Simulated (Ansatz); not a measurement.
Ansatz (an electronic-structure program) input for Bi(Me)2 (C2H6Bi), SMILES [CH3][Bi][CH3], multiplicity 2, CAM-B3LYP/def2-SVPD. The structure is a stationary point at B3LYP-D3(BJ)/def2-SVP. The multiplicity is an assumed one; other spin states were not compared. The isomer is the one that the SMILES or the coordinates give; other isomers of the formula were not compared. The def2 effective core potentials stand for the cores of Bi; spin–orbit coupling is left out.

Ansatz 0.2 input:
```yaml
crystal:
  periodic: [false, false, false]
  atoms:
    - {symbol: Bi, position_ang: [-0.00000000, -0.00000000, 0.30141067]}
    - {symbol: C, position_ang: [1.65200549, -0.00000000, -1.30462936]}
    - {symbol: H, position_ang: [1.54265863, 0.89798464, -1.92979794]}
    - {symbol: H, position_ang: [2.63886349, -0.00000000, -0.82117051]}
    - {symbol: H, position_ang: [1.54265862, -0.89798463, -1.92979795]}
    - {symbol: C, position_ang: [-1.65200547, 0.00000000, -1.30462938]}
    - {symbol: H, position_ang: [-1.54265859, 0.89798464, -1.92979797]}
    - {symbol: H, position_ang: [-1.54265860, -0.89798463, -1.92979797]}
    - {symbol: H, position_ang: [-2.63886348, 0.00000000, -0.82117056]}
basis:
  gaussian:
    orbitals: def2-SVPD
hamiltonian:
  xc: {name: CAM-B3LYP}
magnetization: {spin_polarized: true, initial_magnetization: 1}
```

Log of the run:

```
WARN ansatz: RAYON_NUM_THREADS=1 ignored (pool sized by the plan → 1); use --threads N
Functional definition: CAM-B3LYP
integrals: 0.05 GiB planned
1114 factors; their error is unknown
integrals: 0.08 GiB planned
460 factors; integrals over basis functions are off by at most 1.8e-5 eV
mean field: 0.77 GiB planned
mean field evaluation 1: about -8000.8992 eV, gradient 3.7e1 eV
mean field evaluation 2: about -7998.1505 eV, gradient 4.2e1 eV
mean field evaluation 4: about -8007.8928 eV, gradient 6.2e-1 eV
mean field evaluation 8: about -8007.9879 eV, gradient 1.6e-1 eV
mean field evaluation 16: about -8007.9881 eV, gradient 2.0e-4 eV
mean field -8007.98806637 eV, -294.2881334297 hartree, gradient 7.4e-6 eV, S^2 0.753235; 0 other end points of the search recorded, 0 dependent functions left out
reference -8007.98819062 eV, -294.2881379960 hartree; 21, 20 occupied and 99, 100 virtual orbitals, 1114 factors
Total energy: -8007.98819062 eV, -294.2881379960 hartree
```

The run converged.
